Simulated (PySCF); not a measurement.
## Working out the excitation energy of N⁺

N⁺ [He] 2s2 2p2 (3P) → N⁺ [He] 2s2 2p1 3s1 (3P). All numbers are calculated (PySCF 2.14, scalar relativity by spin-free X2C-1e, in x2c-TZVPPall with one added diffuse shell each of s, p, d type (6s4p3d1f, 40 functions)). Frozen: nothing. Energies in hartree (1 hartree = 27.21139 eV):

| part | N⁺ (lower) | N⁺ (upper) |
| --- | --- | --- |
| UHF | -53.921566 | -53.247436 |
| MP2 opposite-spin | -0.073985 | -0.073212 |
| MP2 same-spin | -0.013699 | -0.007798 |

Problem. What does Hartree-Fock give?

Solution. (-53.247436) − (-53.921566) = 0.674130 hartree = 18.344 eV.

Problem. What do MP2 and SCS-MP2 (6/5 opposite-spin, 1/3 same-spin) give?

Solution. The opposite-spin parts differ by 0.021 eV and the same-spin parts by 0.161 eV. MP2: 18.344 + (0.021) + (0.161) = 18.526 eV. SCS-MP2: 18.344 + 1.2 × (0.021) + (0.161)/3 = 18.423 eV.

Measured between the centres of the two terms (NIST): 18.464 eV, so MP2 (valence and next inner shell) is off by 0.062 eV.

What remains against the reference includes basis incompleteness and correlation beyond second order.
